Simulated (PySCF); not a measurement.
## Computed properties of Ga(I)(Me)2 (C₂H₆GaI), SMILES [CH3][Ga]([CH3])[I]

Ga(I)(Me)2 (C2H6GaI), SMILES [Ga]([CH3])([CH3])[I]. Geometry: PBE0-D3(BJ)/def2-SVP. The structure was generated by enumeration; whether it is a known compound was not checked. The def2 effective core potentials stand for the cores of I; spin–orbit coupling is left out. Other conformers were not sampled. All values are computed for the isolated molecule unless a solvent is named; none is compared with measurement here.

**Structure.** The optimised structure has Cs symmetry. All 24 harmonic modes at PBE0-D3(BJ)/def2-SVP (PySCF) are real, so it is a minimum. With heavy atoms numbered as in [Ga:1]([I:2])([CH3:3])[CH3:7], the shortest bond between them is Ga1–C3 at 1.958 Å and the longest Ga1–I2 at 2.525 Å.

**Vibrations.** The strongest infrared lines (harmonic, unscaled, degenerate partners summed) lie at 772 cm⁻¹ (126 km/mol, H 77 %, C 21 %), 612 cm⁻¹ (40 km/mol, C 56 %, Ga 26 %, H 18 %), 735 cm⁻¹ (39 km/mol, H 78 %, C 19 %). The softest mode is at 28 cm⁻¹ and the zero-point energy is 45.2 kcal/mol.

**Electronic structure.** ωB97X/def2-TZVP (PySCF) places the frontier levels at -9.32 and 0.68 eV, a gap of 10.00 eV, and gives a dipole moment of 2.80 D and a mean polarisability of 84.9 bohr³. PBE/def2-TZVP (PySCF) at the same geometry gives -5.99 and -1.92 eV, so its gap is 5.93 eV narrower. An orbital gap is neither the optical nor the fundamental gap.

**Excitations.** TDDFT-CAM-B3LYP/def2-SVPD (PySCF) has S1 at 4.86 eV (255 nm, f = 0.000, dark); the most intense of the 10 singlets computed lies at 7.06 eV (f = 0.34). T1 (TDA) is at 4.73 eV. TDDFT-PBE/def2-SVPD (PySCF) puts S1 at 4.08 eV. No vertical singlet excitation falls in the visible range (under 3.1 eV).
